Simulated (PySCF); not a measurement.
C3H6GeO, SMILES [GeH2]([CH2]C#C)[OH]. Heavy atoms are numbered as in [CH:1]#[C:2][CH2:3][GeH2:4][OH:5]. Hydrogens are named by the atom that carries them.

Coordinates come from a B3LYP-D3(BJ)/def2-SVP optimisation. This is a generated structure with no PubChem entry under its InChIKey; it may be hypothetical. The values are those of a single conformer.

All values below come from PBE/def2-TZVP run with PySCF.

Atomic charges (e), one atom of each kind:

```json
[
 {"atom": "C1 (CH)", "Mulliken": "-0.20", "IAO": "-0.27"},
 {"atom": "C2", "Mulliken": "-0.01", "IAO": "-0.03"},
 {"atom": "C3 (CH2)", "Mulliken": "-0.36", "IAO": "-0.52"},
 {"atom": "Ge4 (GeH2)", "Mulliken": "0.36", "IAO": "0.84"},
 {"atom": "O5 (OH)", "Mulliken": "-0.53", "IAO": "-0.75"},
 {"atom": "H on C1", "Mulliken": "0.16", "IAO": "0.20"},
 {"atom": "H on C3", "Mulliken": "0.15", "IAO": "0.18"},
 {"atom": "H on Ge4", "Mulliken": "-0.02", "IAO": "-0.10"},
 {"atom": "H on O5", "Mulliken": "0.30", "IAO": "0.36"}
]
```
